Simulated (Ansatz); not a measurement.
Cost and result for the atomization energy of BClH$_{2}$SSi (`ClB1[SiH2]S1`) (6 atoms, 6 bonds).

Total charge 0; spin multiplicity 1. The structure was optimised at the PBE0-D4/def2-TZVP level. Program: Ansatz. All runs use 2 threads of an Arm Neoverse V1 on a shared host. Times are those of one run each, without the atoms' runs, and a repeat can differ threefold. Electronic energies, without spin–orbit coupling; frozen cores. CCSD(T)/CBS adds CCSD(T) − MP2 in def2-TZVPP to the MP2 limit, and its time is that of the two runs behind it. T1 = 0.015. B3LYP takes the VWN-RPA correlation (the form of Gaussian; ORCA's B3LYP/G).

CCSD(T)/CBS is a level of theory with its own doubt, some kJ/mol a heavy atom from the limit and from the frozen cores, so smaller differences don't rank the functionals.

```csv
level,functions,wall time,atomization (kcal/mol),difference from CCSD(T)/CBS,per bond
CCSD(T)/def2-SVP,78,1.6 s,435.3,-30.9,-5.1
BLYP-D4/def2-TZVPP,185,2 s,462.8,-3.4,-0.6
PBE-D4/def2-TZVPP (with forces),185,2.6 s,481.6,15.4,2.6
PBE0-D4/def2-TZVPP,185,3 s,474.0,7.8,1.3
BHLYP-D4/def2-TZVPP,185,3.3 s,452.8,-13.4,-2.2
B3LYP-D4/def2-TZVPP (with forces),185,4.8 s,464.5,-1.7,-0.3
r2SCAN-D4/def2-TZVPP (with forces),185,5.5 s,477.7,11.5,1.9
PBE-QIDH/def2-TZVPP,185,5.5 s,470.5,4.3,0.7
r2SCANh-D4/def2-TZVPP,185,6 s,474.1,7.9,1.3
ωB97M-V/def2-TZVPP (with forces),185,13 s,472.4,6.2,1.0
MP2/def2-QZVPP,327,15 s,474.8,8.6,1.4
CCSD(T)/def2-TZVPP,185,40 s,451.5,-14.7,-2.5
CCSD(T)/CBS(def2),–,54 s,466.2,0.0,0.0
```

From r2SCAN to r2SCAN0 (25 % exact exchange), in def2-TZVPP and without D4, the atomization energy moves by −8.8 kcal/mol: exact exchange takes away binding that semilocal exchange gives to molecules. Leaving LDA and LC-ωPBE aside and taking each functional with its dispersion term where it has one, the values, not all of them listed here, spread over 29.2 kcal/mol, from BHLYP-D4 to B97M-V. LDA lies +63.8 kcal/mol from PBE without D4, its usual overbinding. In def2-TZVPP, CCSD(T) changes the Hartree–Fock value by +110.6 kcal/mol (the triples alone add +11.0 kcal/mol) and MP2 by +125.4 kcal/mol; breaking electron pairs costs correlation energy, which Hartree–Fock lacks.
